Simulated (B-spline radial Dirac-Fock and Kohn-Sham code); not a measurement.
## Binding energies of Dy⁷⁺ at several levels of theory

System: Dy⁷⁺, configuration [Kr] 4d10 4f9 5s2 5p2.

The density-functional columns are spherical, spin-unpolarised Dirac-Kohn-Sham results without Breit or QED terms: −ε is minus the orbital energy of the initial state and ΔSCF the difference of two total energies. The reference in the last column comes from Dirac-Fock energy differences between relaxed states, corrected for Breit and QED terms. All numbers are from an atomic code on a B-spline grid, in eV; a selection of levels is shown. For the 1s level of heavy atoms much of the gap between ΔSCF and the reference is the Breit and QED part, -238.7 eV here; for other levels the error of the functional can be larger.

```csv
level,PBE −ε,PBE ΔSCF,LDA −ε,LDA ΔSCF,Dirac-Fock
K (1s),53694.7,54175.7,53645.7,54125.2,53898.8
L1 (2s),9022.3,9111.6,9015.6,9105.2,9164.6
L2 (2p1/2),8586.7,8699.8,8583.9,8697.1,8692.9
L3 (2p3/2),7786.3,7887.4,7784.5,7885.7,7901.8
M1 (3s),2086.9,2115.5,2085.0,2113.8,2160.7
M2 (3p1/2),1896.6,1927.0,1896.0,1926.5,1956.1
M3 (3p3/2),1730.4,1758.8,1730.0,1758.5,1789.2
M4 (3d3/2),1403.2,1436.4,1403.5,1436.7,1442.5
M5 (3d5/2),1366.9,1399.4,1367.2,1399.7,1407.0
N1 (4s),493.6,508.3,492.9,507.6,530.9
N2 (4p1/2),418.5,433.0,418.2,432.8,448.8
N3 (4p3/2),381.3,395.4,380.9,395.0,411.7
N4 (4d3/2),257.4,271.2,257.5,271.3,276.3
N5 (4d5/2),250.7,264.3,250.7,264.3,269.6
"N6,7 (4f)",101.5,113.7,101.9,114.1,110.1
O1 (5s),141.1,150.0,141.7,150.6,146.8
"O2,3 (5p)",114.0,122.1,114.5,122.6,120.2
```

Question: Order the estimates of the K (1s) level by their distance from the Dirac-Fock value, nearest first.
A. PBE −ε
B. PBE ΔSCF
C. LDA ΔSCF
D. LDA −ε

Answer: A (204.1 eV), C (226.3 eV), D (253.2 eV), B (276.9 eV).

An eigenvalue near the reference for a deep level is a cancellation of errors: it lacks relaxation, carries self-interaction and omits Breit and QED terms.

Values without a named source are computed, but for edge energies of neutral atoms, which are taken from tables.
